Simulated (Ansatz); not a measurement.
Start from `[F][Ga]([SH])[SeH]` and change one atom or group to get `[F][GaH][SeH]`.

Ansatz, PBE0-D4/def2-TZVP geometries, multiplicity 1. Each molecule was computed in one conformer, which needn't be the lowest.

Outer-core shells of Ga, Se are correlated without core-valence functions. Scalar relativity is left out up to krypton. Spin–orbit coupling is left out.

```csv
property,`[F][Ga]([SH])[SeH]`
HOMO energy (PBE0/def2-TZVPP) / eV,-7.68
HOMO–LUMO gap (B3LYP/def2-TZVPP) / eV,5.80
LUMO energy (PBE0/def2-TZVPP) / eV,-1.31
HOMO–LUMO gap (ωB97M-V/def2-TZVPP) / eV,10.36
size of the dipole moment (PBE/def2-TZVPP) / D,1.51
vertical ionisation energy (CCSD(T)/def2-TZVPP) / eV,9.88
```

**Question.** Give the same properties after the change, and the shifts. (Estimate.)

**Answer.** Computed: 
```csv
property,`[F][GaH][SeH]`,shift
HOMO energy (PBE0/def2-TZVPP) / eV,-7.68,0.00
HOMO–LUMO gap (B3LYP/def2-TZVPP) / eV,5.86,0.06
LUMO energy (PBE0/def2-TZVPP) / eV,-1.32,-0.01
HOMO–LUMO gap (ωB97M-V/def2-TZVPP) / eV,10.20,-0.16
size of the dipole moment (PBE/def2-TZVPP) / D,2.37,0.86
vertical ionisation energy (CCSD(T)/def2-TZVPP) / eV,9.95,0.07
```

The zero-point energy changes by -7.2 kJ/mol with -3 modes. Dipoles are sizes alone; their direction can turn.

B3LYP here is the variant with VWN-RPA as its local correlation; programs differ in this.
